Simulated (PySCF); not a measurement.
## EPR parameters of C6H9N2

C6H9N2 (doublet state).
Atom-mapped SMILES: `[NH2:1][C:2]1=[CH:3][C@@H:4]([NH2:5])[CH:6][CH:7]=[CH:8]1` (hydrogens: H9, H10 on N1; H11 on C3; H12 on C4; H13, H14 on N5; H15 on C6; H16 on C7; H17 on C8)

Structure used (GFN2-xTB), in Å, numbered top down from 1:
```xyz
17
C6H9N2 angstrom
N      2.3031   -1.0065    0.6217
C      1.1875   -0.2923    0.2053
C      0.1247   -0.9220   -0.3821
C     -1.1618   -0.2313   -0.6963
N     -2.2983   -0.7862    0.0759
C     -1.0971    1.2381   -0.4532
C     -0.0101    1.8272    0.1048
C      1.1320    1.0957    0.4530
H      3.1523   -0.4700    0.7043
H      2.4343   -1.9029    0.1793
H      0.1634   -1.9863   -0.5729
H     -1.4336   -0.4154   -1.7516
H     -2.1333   -0.6263    1.0654
H     -2.3503   -1.7903   -0.0665
H     -1.9821    1.8018   -0.6990
H     -0.0141    2.8924    0.2908
H      1.9765    1.5864    0.9112
```

The hyperfine couplings belong to this conformer and change with its torsions.

Theory: UKS B3LYP, pcH-1 on C H N, non-relativistic, mean-field spin-orbit, GIAO (PySCF). Isolated species at its GFN2-xTB geometry (one conformer only). A GFN2-xTB geometry isn't a minimum of the functional, and hyperfine couplings can be far from their values at a DFT geometry. No stability test was run, so a lower SCF solution isn't excluded. ⟨S²⟩ is 0.785 where a pure state has 0.75.

```
g1, g2, g3                      : 2.00182, 2.00264, 2.00280
g_iso                           : 2.00242
Form of g                       : rhombic: the two nearest values differ by 16 % of g3 − g1
⟨S²⟩                            : 0.7847 (exact 0.7500)
HOMO–LUMO gap, α and β orbitals : 5.09, 3.06 eV
Total energy                    : -343.52498 Eh
Basis functions                 : 290
```

Isotropic coupling and dipolar principal values T1 to T3, in MHz:

| atom | isotope | a_iso | T1 | T2 | T3 | Mulliken spin population |
| --- | --- | --- | --- | --- | --- | --- |
| N1 | 14N | -3.1 | -3.1 | 1.4 | 1.7 | -0.02 |
| C2 | 13C | -35.2 | -21.1 | 9.3 | 11.7 | -0.17 |
| C3 | 13C | 35.7 | -33.3 | -31.2 | 64.5 | 0.43 |
| C4 | 13C | -30.1 | -0.8 | 0.3 | 0.5 | -0.07 |
| N5 | 14N | 25.2 | -3.4 | -3.1 | 6.5 | 0.05 |
| C6 | 13C | 37.5 | -33.9 | -31.8 | 65.8 | 0.44 |
| C7 | 13C | -35.9 | -23.2 | 9.9 | 13.4 | -0.21 |
| C8 | 13C | 47.3 | -43.7 | -41.4 | 85.1 | 0.55 |
| H9 | 1H | -2.7 | -3.2 | -1.5 | 4.7 | 0.00 |
| H10 | 1H | -2.1 | -2.8 | -1.3 | 4.1 | 0.00 |
| H11 | 1H | -26.1 | -15.9 | -1.0 | 16.8 | -0.02 |
| H12 | 1H | 109.7 | -2.6 | -0.5 | 3.1 | 0.04 |
| H13 | 1H | -5.5 | -4.6 | -2.3 | 6.8 | 0.00 |
| H14 | 1H | -0.4 | -5.2 | -2.0 | 7.2 | 0.01 |
| H15 | 1H | -27.7 | -16.1 | -1.0 | 17.2 | -0.02 |
| H16 | 1H | 9.7 | -4.0 | -1.0 | 5.0 | 0.01 |
| H17 | 1H | -35.2 | -21.4 | 0.0 | 21.4 | -0.03 |

Largest spin populations (Mulliken): C8 (+0.55), C6 (+0.44), C3 (+0.43) and C7 (-0.21). Three atoms exceed +0.15. The positive populations add up to 1.53 and the negative ones to -0.53, together 2S = 1. The angles at C8 add up to 360.0°, so it is planar.

The SMILES `NC1=C[C@@H](N)[CH]C=C1` draws the unpaired electron on C6, whose computed spin population is only +0.44.

Under fast tumbling the dipolar parts average out, and these isotropic splittings remain (the largest six): 1 × 1H (H12, I = 1/2, 2 lines) with 3.91 mT, 1 × 1H (H17, I = 1/2, 2 lines) with 1.26 mT, 1 × 1H (H15, I = 1/2, 2 lines) with 0.99 mT, 1 × 1H (H11, I = 1/2, 2 lines) with 0.93 mT, 1 × 14N (N5, I = 1, 3 lines) with 0.90 mT and 1 × 1H (H16, I = 1/2, 2 lines) with 0.35 mT.

Class means assume fast exchange of nuclei equivalent by connectivity; if that motion is slow, each nucleus keeps its own coupling. The 1H value of -3.0 MHz is a mean of couplings from -5.5 to -0.4 MHz in this one geometry, not an average over conformers.

The 13C coupling of C8 (47.3 MHz) shows only in satellite lines or after enrichment, since that isotope makes up about 1.07 % of natural carbon.

β density exceeds α density at some nuclei, such as C7 (-0.0320), C2 (-0.0313) and C4 (-0.0268), spin density in bohr⁻³. In a single determinant that takes different orbitals for the two spins, that is spin polarisation.
